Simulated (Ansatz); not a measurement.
`CB[SiH2]Cl` + H₂ → `B[SiH2]Cl` + CH₄ at 600 K and 1 bar (hydrogenolysis of a B–C bond).

Program: Ansatz. Geometries: PBE0-D4/def2-TZVP. ΔE: electronic, gas phase. CCSD(T)/CBS adds triple-zeta CCSD(T) − MP2 to the extrapolated MP2 energy (def2 sets, frozen cores). This one scheme is used for every species. Each species was taken in one conformer, which may not be the lowest.

| species | CCSD(T)/CBS energy (Eh) | H − E (kJ/mol) | S (J/(mol·K)) |
| --- | --- | --- | --- |
| `CB[SiH2]Cl` | -815.34006 | 234.6 | 436.6 |
| H₂ | -1.17544 | 43.9 | 150.8 |
| `B[SiH2]Cl` | -776.05948 | 145.5 | 370.9 |
| CH₄ | -40.46206 | 140.4 | 215.7 |

H − E and S are ideal-gas, rigid-rotor, harmonic terms from PBE0-D4/def2-TZVP, for one conformer and one mirror image of each species. The MP2-based limit puts H₂ 0.8 mEh under its directly extrapolated value; such offsets cancel only in part. 1 Eh = 2625.50 kJ/mol, R = 8.31446 J/(mol·K).

Q: By hand: ΔE, ΔH, ΔS and ΔG.

A: ΔE = (-776.05948) + (-40.46206) − (-815.34006) − (-1.17544) = -0.00604 Eh = -15.9 kJ/mol. Δ(H − E) = 145.5 + 140.4 − 234.6 − 43.9 = 7.4, so ΔH = -8.5 kJ/mol. ΔS = 370.9 + 215.7 − 436.6 − 150.8 = -0.8 J/(mol·K). ΔG = -8.5 − 600 × (-0.8)/1000 = -8.0 kJ/mol.

Q: By hand: the equilibrium constant, and the temperature at which ΔG would vanish if ΔH and ΔS stayed fixed.

A: log₁₀ K = −ΔG/(RT ln 10) = 0.7. ΔG = 0 at ΔH/ΔS = 10625 K, far beyond where these terms or the molecules hold.

The number of gas molecules stays the same, so ΔS is small and ΔH decides. A doubt of 5 kJ/mol in ΔE shifts log₁₀ K by 0.4 here. Other conformers and mirror images would add mixing entropy, several J/(mol·K) or more a flexible species. Modes under 60 cm⁻¹, often nearly free rotors, make the harmonic entropy too high. These are equilibria of isolated gas molecules and say nothing of rates. Largest T1 diagnostic: 0.010 (customary marks: 0.02 for closed shells, 0.045 for open ones).
